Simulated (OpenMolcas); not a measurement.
5s2 5p along the 49-electron sequence

* Program: OpenMolcas
* Method: MS-CASPT2, IPEA 0.25 Eh, imaginary shift 0.1 Eh
* Basis: ANO-RCC-VQZP
* Scalar Hamiltonian: DKH2, point nucleus
* Spin-orbit coupling: state interaction with AMFI integrals over the reference wave functions, term energies averaged over their components

Active space for each ion: 3 electrons in 8 orbitals (5s 5p 6s 6p); closed shells correlated by CASPT2: 4d.

Computed levels in cm-1 above 2P* 1/2:

| Level | Te3+ | I4+ | Xe5+ |
| --- | --- | --- | --- |
| 2P* 3/2 | 8040 | 10430 | 13560 |
| weight of 2P* in the lowest level (%) | 100 | 100 | 100 |

Measured, with the error of the calculation in %. Measured levels: Te3+ from Moore, Atomic Energy Levels, vol. III, NSRDS-NBS 35 (1971 reprint of NBS Circular 467, 1958); Xe5+ from Saloman, J. Phys. Chem. Ref. Data 33, 765 (2004).

| Level | Te3+ | Xe5+ |
| --- | --- | --- |
| 2P* 3/2 | 9223 (-12.8) | 15599 (-13.1) |

The fine-structure level 2P* 3/2 changes by a factor of 1.69 from Te3+ to Xe5+. Its fourth root runs 9.47, 10.11, 10.79, with steps per unit of Z of 0.64, 0.69; equal steps would mean a (Z - σ)^4 law with constant σ.

Over all roots computed the reference weight is 0.84 to 0.94 in Te3+, 0.85 to 0.95 in I4+, 0.86 to 0.95 in Xe5+; the roots of lowest weight are the least certain, and an intruder state may touch them. The run also gave levels led by 5s2 6p, which use shells meant for correlation; these and all levels above them are left out (holds for Te3+). Active for correlation alone: 6p 6s; no level in the range computed is led by a configuration that fills them, so any true level of that kind is missing (holds for I4+; Xe5+). Measured partners are found by configuration, term and J. A level has none where our copy of the source lacks it or the pairing is in doubt (some pairs that miss far off the trend of their configuration count as doubtful), and it then counts in no deviation. Only configurations of the active space appear.

* marks odd parity.
